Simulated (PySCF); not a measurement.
# Ionisation energy of V⁺ by level of theory

V⁺ [Ar] 3d4 [3d3/2^4, M_J = 0] → V²⁺ [Ar] 3d3 [3d3/2^3, M_J = 3/2], as a difference of total energies. Computed with PySCF 2.14 in x2c-TZVPall-2c, with the two-component X2C-1e Hamiltonian. Correlated levels: [Ne] frozen; the 6 highest virtual spinors dropped. "Screened" scales the spin-orbit matrix elements by Boettger's factors to mimic the two-electron term; Breit and QED terms are absent.

```csv
method,ionisation energy (eV),error (eV)
GHF (spin-free),13.266,-1.368
GMP2 (spin-free),14.487,-0.147
GHF (screened spin-orbit),13.250,-1.384
GMP2 (screened spin-orbit),14.472,-0.162
```

Reference: 14.634 ± 0.007 eV (measured; NIST Atomic Spectra Database, ionization energies).

Errors of the correlated levels include the incompleteness of this basis and the frozen core.

The labels give the starting determinants; with spin-orbit coupling the two ends relaxed to ⟨J²⟩ = 3.96, ⟨L²⟩ = 6.01, ⟨S²⟩ = 6.00 and ⟨J²⟩ = 6.69, ⟨L²⟩ = 12.00, ⟨S²⟩ = 3.75.

The determinant of V⁺ and of V²⁺ mixes levels of different J (the jj label is only the starting occupation), so the difference between spin-free and spin-orbit rows is not the physical spin-orbit shift.
